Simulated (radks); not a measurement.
Values are calculated unless marked as measured or tabulated.
Task: Isoelectronic series with 4 electrons, all held in the configuration [He] 2s2, which need not be the ground one along the series. Code: a radial shooting solver on a logarithmic mesh with Libxc functionals. Model: scalar-relativistic Kohn-Sham, r2SCAN, spin-polarised, spherical densities, finite nucleus; meta-GGA in the generalised Kohn-Sham scheme; Fermi nuclear charge, rms radius of each element as measured or else 0.836 A^(1/3) + 0.57 fm. Total energies (hartree) and orbital eigenvalues (hartree) (* marks an orbital that is empty in some or all of the ions):

ion,E (hartree),3s*,2p*,2s,1s
Si10+,-224.47091,-6.23146,-15.56382,-16.73515,-81.71872
S12+,-296.75585,-8.83322,-21.68252,-23.07555,-109.3851
Ar14+,-379.24744,-11.88634,-28.80991,-30.43727,-141.1263
Ca16+,-472.00332,-15.39302,-36.94859,-38.82667,-176.9635
Ti18+,-575.08862,-19.35575,-46.10153,-48.25100,-216.9209
Cr20+,-688.57645,-23.77736,-56.27215,-58.71848,-261.0255
Ni24+,-947.09223,-34.01023,-79.68188,-82.82052,-361.8003
Zn26+,-1092.30734,-39.82885,-92.92971,-96.47642,-418.5404
Ge28+,-1248.30043,-46.12110,-107.2126,-111.2182,-479.5677

Estimate the row of Fe22+.

Result: E (hartree) -812.54778; 3s* -28.66102; 2p* -67.46421; 2s -70.23826; 1s -309.3075.
